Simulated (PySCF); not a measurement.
## Ionising BAs

ROHF-CCSD(T); B def2-TZVPPD, As def2-TZVPPD; no relativity (PySCF 2.14). Neutral (ROHF): triplet (σ ↑, π ↑), Re = 1.864 Å, ωe = 790 cm⁻¹, De = 2.73 eV.

BAs⁺ (UHF): quartet (σ ↑, π ↑↑), Re = 1.998 Å, ωe = 577 cm⁻¹, De = 2.07 eV to B⁺ + As. The energies at the minima are -2259.10172 hartree for BAs and -2258.77600 for BAs⁺.

(1) Work out the adiabatic ionisation energy, without and with harmonic zero-point energies (1 hartree = 27.2114 eV, 1 eV = 8065.5 cm⁻¹), and the change of the bond length.

BAs⁻ (ROHF): doublet (σ ↑), Re = 1.814 Å, ωe = 866 cm⁻¹. The energies at the minima are -2259.10172 hartree for BAs and -2259.19440 for BAs⁻.

(2) Work out the adiabatic electron affinity, without and with harmonic zero-point energies (1 hartree = 27.2114 eV, 1 eV = 8065.5 cm⁻¹), and the change of the bond length.

Correlated steps freeze 10 core orbitals. UHF and ROHF references stand side by side, which adds small steps between rows. Spin–orbit coupling is left out. For an ion De counts to the pair picked by the measured ionisation energies or electron affinities, which need not be the lowest pair at this level. States were picked by a PBE0 search and need not be the measured ground states.

Neutral and ion stand on different kinds of reference determinant, which adds to the error of the difference.

## Answers

(1) At CCSD(T): 0.32572 hartree = 8.863 eV between the minima; the zero-point term (577.0 − 790.0)/2 cm⁻¹ = -0.013 eV makes it 8.850 eV. Re changes by +13.4 pm against the neutral. The electron leaves a π orbital, and the longer bond of the ion fits a bonding orbital, or a change in how ionic the bond is.

(2) At ROHF-CCSD(T): 0.09268 hartree = 2.522 eV between the minima; the zero-point term (790.0 − 866.0)/2 cm⁻¹ = -0.005 eV makes it 2.517 eV. Re changes by -5.0 pm against the neutral. The electron enters a π orbital, and the shorter bond of the ion fits a bonding orbital, or a change in how ionic the bond is.
